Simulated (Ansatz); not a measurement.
Mulliken charges of `B[SiH](F)S` from r2SCAN/def2-TZVPP in Ansatz (PBE0-D4/def2-TZVP geometry).

| atom | x (Å) | y (Å) | z (Å) | charge (e) |
| --- | --- | --- | --- | --- |
| B1 | -0.886 | 0.680 | 0.046 | -0.207 |
| Si2 | 1.000 | 0.275 | 0.073 | 0.525 |
| F3 | 1.750 | -0.486 | 1.261 | -0.312 |
| S4 | -0.484 | -1.145 | -0.873 | -0.113 |
| H5 | -1.204 | 1.405 | -0.853 | 0.013 |
| H6 | -1.589 | 0.527 | 0.997 | 0.032 |
| H7 | 2.027 | 0.590 | -0.945 | -0.069 |
| H8 | -0.521 | -1.904 | 0.238 | 0.130 |

**Question.** By hand: the dipole of these point charges (1 e Å = 4.8032 D).

**Answer.** Σ q r = (-0.057, 0.032, -0.149) e Å, of length 0.163 e Å = 0.78 D.

**Question.** How does the dipole of the full density compare? (Best estimate.)

**Answer.** The calculation gave: (0.136, -0.148, -0.077) e Å, 1.03 D; the point charges give 0.76 times that, at 92° from its direction.

Point charges leave out the atoms' own dipoles, such as those of lone pairs, and Mulliken's split depends on the basis, so the two needn't agree.
